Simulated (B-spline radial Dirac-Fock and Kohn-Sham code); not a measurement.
**Binding energies of Ho¹²⁺ at several levels of theory**

System: the Ho¹²⁺ ion in the configuration [Kr] 4d10 4f7 5s2.

The density-functional columns are spherical, spin-unpolarised Dirac-Kohn-Sham results without Breit or QED terms: −ε is minus the orbital energy of the initial state and ΔSCF the difference of two total energies. The reference in the last column comes from multi-electron Dirac-Fock with separately optimised hole states, Breit and Lamb-shift corrections added in first order. All numbers are from an atomic code on a B-spline grid, in eV; a selection of levels is shown. The Kohn-Sham columns are given as differences from the reference. For the 1s level of heavy atoms much of the gap between ΔSCF and the reference is the Breit and QED part, -250.8 eV here; for other levels the error of the functional can be larger.

```tsv
level	LDA −ε − DF	LDA ΔSCF − DF	Dirac-Fock
K	-255.5	+237.9	55868.8
L1	-156.3	-60.4	9654.0
L2	-115.3	+4.9	9171.0
L3	-124.2	-16.7	8323.9
M1	-82.4	-48.5	2389.1
M2	-66.3	-30.7	2178.9
M3	-65.4	-31.9	1999.2
M4	-45.1	-6.7	1644.4
M5	-45.9	-8.3	1606.1
N1	-42.5	-24.4	683.4
N2	-34.3	-16.4	597.7
N3	-34.3	-17.0	556.3
N4	-21.4	-4.5	414.7
N5	-21.5	-4.8	407.1
N6,7	-12.6	+3.1	239.5
O1	-3.5	+6.8	249.7
```

Values without a named source are computed, but for edge energies of neutral atoms, which are taken from tables.
